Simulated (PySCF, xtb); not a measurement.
Al(OMe)(PH2)2 (CH₇AlOP₂), SMILES C[O][Al]([PH2])[PH2]. Other conformers were not sampled.

Harmonic wavenumbers (cm⁻¹) from xtb with GFN2-xTB at its own minimum, in rising order: 12, 74, 82, 84, 98, 120, 190, 240, 311, 453, 472, 518, 530, 534, 673, 1124, 1128, 1140, 1141, 1202, 1416, 1480, 1481, 2175, 2178, 2245, 2258, 2960, 2964, 2975.

Question: What does PBE-D3(BJ)/def2-SVP (PySCF) give at its own minimum? (The exact figures need the calculation; the answer reports its results.)

Answer: 54, 77, 80, 87, 96, 104, 172, 205, 308, 455, 480, 543, 584, 605, 716, 1039, 1046, 1136, 1144, 1196, 1418, 1424, 1430, 2302, 2307, 2322, 2327, 2904, 2980, 2998. Paired by order, the mean absolute difference is 37 cm⁻¹ and the zero-point energies are 46.1 and 46.5 kcal/mol.
